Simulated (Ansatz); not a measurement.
`[Cl][In]([Cl])[SeH]` + `CC[SiH3]` → `CC[SiH2][SeH]` + `[Cl][InH][Cl]`  (formal exchange of groups at the Se–In bond)

Calculated with Ansatz (gas phase, PBE0-D4/def2-TZVP geometries, no zero-point term in ΔE). CCSD(T)/CBS adds triple-zeta CCSD(T) − MP2 to the extrapolated MP2 energy (def2 sets, frozen cores). DFT in def2-TZVPP. def2 core potentials past Kr. For In, Se outer-core shells are correlated without core-valence functions, which leaves a few kJ/mol of doubt a bond. Scalar relativity is left out up to krypton. One conformer a species, not always the lowest.

```csv
level,ΔE (kJ/mol)
PBE-D4,35.2
HF/def2-QZVPP,47.4
HF/CBS(def2),47.4
MP2/CBS(def2),41.8
```

**Question.** What does CCSD(T)/CBS give? (Best estimate.)

**Answer.** Ansatz gave: +40.4 kJ/mol. The listed levels differ from it by -5.2, 7.0, 7.0, 1.4 kJ/mol.

Largest T1 diagnostic among the species: 0.013.

The D4 term adds −3.4 kJ/mol with B3LYP and −1.8 kJ/mol with PBE0; it sums over pairs of atoms, weighted by their polarisabilities, and B3LYP, whose exchange is more repulsive, gets the larger term. In def2-TZVPP, CCSD(T) changes the Hartree–Fock value by −7.6 kJ/mol (the triples alone add −0.1 kJ/mol) and MP2 by −6.2 kJ/mol.

B3LYP here is the variant with VWN-RPA as its local correlation; programs differ in this.
